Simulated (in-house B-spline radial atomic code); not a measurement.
Results of a calculation; reference values are marked as such.
## Ghost states of the separable form: Cr

Cr, [Ar] 3d5 4s1, non-relativistic PBE, spherical and spin-unpolarised, from an all-electron radial atomic-structure program (B-spline basis) (atomic units; all potentials screened as in the neutral atom).

Troullier-Martins channels: 4s (ε = -0.1438, r_c = 2.26 bohr), 3d (ε = -0.1101, r_c = 2.045 bohr). In the Kleinman-Bylander form one channel serves as the local potential, and each other channel l becomes |δV u><u δV|/<u|δV|u>, with δV = V_l − V_local and u the pseudo-orbital. Its strength is E_KB = <u|δV²|u>/<u|δV|u>. By the analysis of Gonze, Stumpf and Scheffler a spurious state lies below the reference level ε if E_KB > 0 and ε is above the second level of the local potential alone, or if E_KB < 0 and ε is above its first. The table's levels are those of angular momentum l in a sphere of 9 bohr, whose wall can lift a shallow ε a little above its free-atom value.

```csv
local,channel,<u δV u>,<u δV² u>,ε,first local level,second local level
d,s,0.13535,0.647,-0.1423,-6.7675,-0.5911
s,d,-3.7874,28.863,-0.1100,0.0978,0.3459
```

**Question.** Apply the rule to each row.

**Answer.** Local d, channel s: E_KB = +4.78, so ε = -0.1423 is set against -0.5911: a ghost. Local s, channel d: E_KB = -7.62, so ε = -0.1100 is set against 0.0978: no ghost.

Diagonalising the separable Hamiltonian gives:

```
local  channel       three lowest levels  all-electron, two lowest valence levels
    d        s  -3.7725, -0.1423, 0.1130                          -0.1423, 0.1135
    s        d   -0.1100, 0.1206, 0.4051                          -0.1100, 0.1187
```

**Question.** Which choices of local channel are safe?

**Answer.** Free of ghosts: s. With d local the s channel has a ghost 3.63 hartree below ε, since the local potential binds more than one state below ε, and a repulsive term of rank one raises each level at most to the next, so it clears only one of them. Among the safe choices the second level, which tests transfer, is off by at most 1.9 millihartree (s local).
